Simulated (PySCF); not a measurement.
**2,3-dimethyl-2-pentene (SMILES CCC(C)=C(C)C)**

Geometry:
| atom | x (Å) | y (Å) | z (Å) |
| --- | --- | --- | --- |
| C1 | -1.831 | -1.106 | -1.153 |
| C2 | -0.723 | -0.064 | -1.294 |
| C3 | -0.224 | 0.452 | 0.031 |
| C4 | -1.105 | 1.485 | 0.686 |
| C5 | 0.913 | 0.037 | 0.627 |
| C6 | 1.344 | 0.612 | 1.952 |
| C7 | 1.827 | -1.015 | 0.071 |
| H8 | -2.680 | -0.715 | -0.570 |
| H9 | -2.218 | -1.420 | -2.135 |
| H10 | -1.460 | -2.001 | -0.630 |
| H11 | -1.104 | 0.792 | -1.880 |
| H12 | 0.101 | -0.486 | -1.889 |
| H13 | -2.109 | 1.498 | 0.236 |
| H14 | -0.689 | 2.502 | 0.568 |
| H15 | -1.229 | 1.315 | 1.766 |
| H16 | 2.377 | 0.323 | 2.197 |
| H17 | 1.297 | 1.713 | 1.964 |
| H18 | 0.704 | 0.257 | 2.779 |
| H19 | 1.951 | -1.837 | 0.798 |
| H20 | 1.473 | -1.457 | -0.868 |
| H21 | 2.838 | -0.607 | -0.104 |

Theory: TDDFT CAM-B3LYP/aug-cc-pVDZ excited states, vertical, gas phase in PySCF 2.14.0. Geometry: PBE0-D3(BJ)/def2-SVP.

(1) Give the one- and two-photon strengths of the lowest singlets.

Answers

(1) δ for parallel linear polarisation; σ at the peak of a Lorentzian of half width 0.1 eV, single beam; Ω is circular over linear.
```csv
state,E (eV),f,photon λ (nm),δ (au),σ (GM),Ω,main
S1,5.43,0.013,457,83.8,0.90,0.63,HOMO→LUMO 0.87
S2,6.08,0.006,408,145,1.96,1.40,"HOMO→LUMO+2 0.82, HOMO→LUMO+1 0.08"
S3,6.11,0.056,406,63.8,0.87,0.77,"HOMO→LUMO+3 0.61, HOMO→LUMO+1 0.28"
S4,6.13,0.034,404,401,5.53,0.48,"HOMO→LUMO+1 0.53, HOMO→LUMO+3 0.29"
S5,6.59,0.232,376,66.2,1.05,0.61,"HOMO→LUMO+5 0.34, HOMO→LUMO+4 0.15"
S6,6.70,0.004,370,55.1,0.91,1.06,"HOMO→LUMO+8 0.34, HOMO→LUMO+6 0.31"
```

Among these, the strongest one-photon state is S5, the strongest two-photon state S4, with a dipole change of 3.0 D (relaxed, norm of the difference vector).
